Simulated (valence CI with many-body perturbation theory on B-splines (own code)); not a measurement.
# E1 transitions of F⁴⁺

Level of theory: relativistic CI+MBPT: three valence electrons over a frozen Dirac-Fock core [He], radial functions for each j: 11 s, 11 p, 10 d, 8 f, 5 g, 2 h, with the one-electron correlation potential Σ1, the two-electron term Σ2, the three-electron term Σ3, Breit, model QED; selected CI, second order for the rest, scaled by the run's own slope (own B-spline code, finite nucleus).

Against 37 measured levels this calculation errs by 112 cm⁻¹ on average and by 258 at most. These come from a selection out of Moore, Atomic Energy Levels, vol. I, NSRDS-NBS 35 (1971 reprint of NBS Circular 467, 1949), an old analysis. Levels without a partner in it may be off by more.

Lines 201 to 250 of 596 in falling wavelength, among levels below 859460 cm⁻¹, chosen from the strongest by gf and those to the six lowest levels. Wavelengths and rates use the calculated energies, so an error of 100 cm⁻¹ moves a line at 75.70 nm by 0.076 % and its rate by three times that or more. Electric multipoles are in the length gauge, E1 and E2 with the static RPA response of the core. Weak lines are less certain than strong ones. Lines between different terms over intervals too small for the method are left out, as are lines whose strength nearly cancels. Where a level lies close to another of its J and parity, the split of strength between their lines is uncertain. The highest levels of a list are the least certain.

Names give the largest LS component (configuration and term), which can be under half, so a name can repeat, a term be missing and a line seem to break the LS rules; names also repeat where a configuration has a term twice. Letters in brackets count levels of one name in rising energy.

```tsv
λ vac (nm)	Upper	Lower	A (s⁻¹)	log gf	Branch %
200.9	2p²3p ⁴S°_3/2	2p²3s ⁴P_5/2	2.18e+08	-0.28	1.3
200.5	2s2p3p ⁴P_5/2	2s2p3s ⁴P°_5/2	2.60e+08	-0.03	64.5
200.3	2s2p3p ⁴P_1/2	2s2p3s ⁴P°_3/2	3.07e+08	-0.43	79.9
199.2	2p²3p ⁴S°_3/2	2p²3s ⁴P_3/2	1.41e+08	-0.47	0.8
198.6	2s2p3p ⁴P_5/2	2s2p3s ⁴P°_3/2	1.09e+08	-0.41	26.9
198.6	2s2p3p ⁴P_3/2	2s2p3s ⁴P°_1/2	1.46e+08	-0.46	37.8
174.0	2p²3p ²D°_5/2 [b]	2p²3s ²P_3/2	2.59e+08	-0.15	1.5
172.3	2p²3p ²D°_3/2 [b]	2p²3s ²P_1/2	2.21e+08	-0.41	1.3
168.7	2s²5p ²P°_1/2	2s²4d ²D_3/2	2.62e+08	-0.65	2.1
168.6	2s²5p ²P°_3/2	2s²4d ²D_5/2	2.35e+08	-0.40	1.9
163.5	2s²5f ²F°_7/2	2s2p3p ²D_5/2 [b]	7.70e+07	-0.61	0.9
163.4	2s²5f ²F°_5/2	2s2p3p ²D_3/2 [b]	7.24e+07	-0.76	0.9
160.8	2s2p3d ²P°_3/2 [a]	2s2p3p ²P_3/2 [a]	1.96e+08	-0.52	0.6
156.4	2s²5s ²S_1/2	2s²4p ²P°_3/2	6.75e+08	-0.31	20.6
156.3	2s²5s ²S_1/2	2s²4p ²P°_1/2	3.36e+08	-0.61	10.3
154.3	2s²5g ²G_7/2	2s²4f ²F°_7/2	9.27e+07	-0.58	3.5
154.3	2s²5g ²G_9/2	2s²4f ²F°_7/2	2.59e+09	0.97	97.6
154.3	2s²5g ²G_7/2	2s²4f ²F°_5/2	2.50e+09	0.85	94.1
145.3	2s²5f ²F°_7/2	2s²4d ²D_5/2	1.32e+09	0.52	15.6
145.3	2s²5f ²F°_5/2	2s²4d ²D_3/2	1.23e+09	0.37	14.5
141.1	2p²3p ²D°_3/2 [a]	2s2p3p ²P_1/2 [b]	1.90e+08	-0.65	1.1
140.3	2p²3p ²D°_5/2 [a]	2s2p3p ²P_3/2 [b]	2.25e+08	-0.40	1.3
129.3	2s²5d ²D_5/2	2s²4p ²P°_3/2	6.73e+08	0.01	4.0
129.2	2s²5d ²D_3/2	2s²4p ²P°_1/2	5.59e+08	-0.25	3.3
123.2	2p²3p ²P°_3/2	2s2p3p ²P_3/2 [b]	2.64e+08	-0.62	1.6
109.0	2p³ ²D°_5/2	2s2p² ²P_3/2	3.71e+08	-0.40	16.2
108.4	2p³ ²D°_3/2	2s2p² ²P_1/2	3.20e+08	-0.65	14.0
108.0	2p²3p ²F°_5/2	2s2p3p ²D_3/2 [b]	3.13e+08	-0.48	1.4
107.9	2p²3p ²F°_7/2	2s2p3p ²D_5/2 [b]	2.94e+08	-0.39	1.5
107.0	2s²6f ²F°_7/2	2s2p3p ²D_5/2 [b]	2.09e+08	-0.54	1.3
101.8	2p²3s ²D_3/2	2s2p3s ²P°_1/2 [b]	6.07e+08	-0.42	3.2
101.7	2p²3s ²D_5/2	2s2p3s ²P°_3/2 [b]	7.23e+08	-0.17	3.9
101.6	2s²6g ²G_9/2	2s²4f ²F°_7/2	8.74e+08	0.13	57.3
101.6	2s²6g ²G_7/2	2s²4f ²F°_5/2	8.43e+08	0.02	55.2
99.65	2p²3p ²F°_7/2	2s²4d ²D_5/2	2.32e+08	-0.56	1.2
98.98	2s²6f ²F°_5/2	2s²4d ²D_3/2	4.70e+08	-0.38	3.4
98.88	2s²6f ²F°_7/2	2s²4d ²D_5/2	4.66e+08	-0.26	2.9
96.72	2p²3p ²D°_5/2 [b]	2s2p3p ²D_5/2 [b]	3.25e+08	-0.56	1.9
96.61	2p²3p ²D°_3/2 [b]	2s2p3p ²D_3/2 [b]	3.12e+08	-0.76	1.9
89.17	2s²6d ²D_5/2	2s²4p ²P°_3/2	4.50e+08	-0.49	5.1
89.13	2s²6d ²D_3/2	2s²4p ²P°_1/2	3.76e+08	-0.75	4.2
82.99	2s2p4p ²D_5/2	2s2p3d ²F°_7/2 [a]	6.59e+08	-0.39	4.8
82.96	2s2p4p ²D_3/2	2s2p3d ²F°_5/2 [a]	6.84e+08	-0.55	4.9
79.41	2s2p4p ⁴S_3/2	2s2p3d ⁴P°_5/2	4.84e+08	-0.74	18.8
78.80	2s2p4f ²D_5/2	2s2p3d ²P°_3/2 [a]	4.04e+09	0.35	30.9
78.78	2s2p4f ²D_3/2	2s2p3d ²P°_1/2 [a]	3.46e+09	0.11	26.3
78.64	2s2p4f ²D_3/2	2s2p3d ²P°_3/2 [a]	6.87e+08	-0.59	5.2
77.67	2s²4p ²P°_3/2	2s²3d ²D_5/2	7.84e+08	-0.55	30.7
76.74	2s2p4p ²P_3/2	2s2p3d ²D°_5/2 [a]	5.49e+08	-0.71	4.2
75.70	2p³ ²P°_3/2	2s2p² ²P_3/2	1.50e+09	-0.29	25.5
```

(1) How does gf follow from A for the line at 82.99 nm?

## Answers

(1) gf = 1.4992 × (2J+1)_upper × A / σ², with σ = 120493 cm⁻¹ and 2J+1 = 6: gf = 0.409.
